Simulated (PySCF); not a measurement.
C5H14FPSi2.
SMILES with atom numbers: `[F:1][Si@@:2]1([PH2:3])[CH2:4][CH2:5][CH2:6][C@@H:7]1[CH2:8][SiH3:9]`

NICS is the negative of the GIAO shielding at a point without a nucleus: at the ring centre (0) and 1 Å above and below it (1); zz is the component along the ring normal. Level: GIAO PBE0/pcSseg-1 (PySCF, non-relativistic, gas phase) on the GFN2-xTB geometry, one conformer.

Ring bond lengths (Å), with Mayer bond orders in brackets: Si2–C4 1.905 (0.90), C4–C5 1.531 (1.03), C5–C6 1.526 (1.03), C6–C7 1.534 (1.00), C7–Si2 1.909 (0.85).

**Question.** What do the NICS probes read (ppm)?

**Answer.** 
```json
{"ring": "Si2–C4–C5–C6–C7", "type": "5-membered ring with Si; formal bonds all single", "NICS(0)": "-4.3", "NICS(1), two faces": "-4.5 / -3.0", "NICS(1)zz, two faces": "-1.2 / 0.0", "rms pucker (Å)": "0.20", "centre to ring atoms, mean (Å)": "1.40"}
```

**Question.** What do they say, and how far can they be read as aromaticity?

**Answer.** 
- Si2–C4–C5–C6–C7: mean NICS(1)zz -0.6 ppm, near zero. Si2, C4, C5, C6, C7 have four or more neighbours; no verdict on aromaticity is drawn.

**Question.** Give the inner angles of the rings and the Hirshfeld charges of the ring atoms.

**Answer.** 
- Si2–C4–C5–C6–C7: Si2 95.0° (+0.399 e), C4 103.5° (-0.167 e), C5 108.3° (-0.068 e), C6 108.5° (-0.070 e), C7 102.0° (-0.115 e); sum 517.3° against 540° for a flat convex ring.

**Question.** How shielded are the nuclei of the rings and their hydrogens (means over atoms taken as equivalent)?

**Answer.** 
```csv
atoms,environment,σ isotropic (ppm)
Si2,fluorine-bound silicon,276.6
C4,sp3 carbon bound to silicon,166.6
C5,ring CH2 carbon,157.8
C6,ring CH2 carbon,144.2
C7,sp3 carbon bound to silicon,154.4
H on C4,methylene hydrogen,31.10
H on C4,methylene hydrogen,30.59
H on C5,methylene hydrogen,29.73
H on C5,methylene hydrogen,30.12
H on C6,methylene hydrogen,30.75
H on C6,methylene hydrogen,29.70
H on C7,methine hydrogen,30.63
```
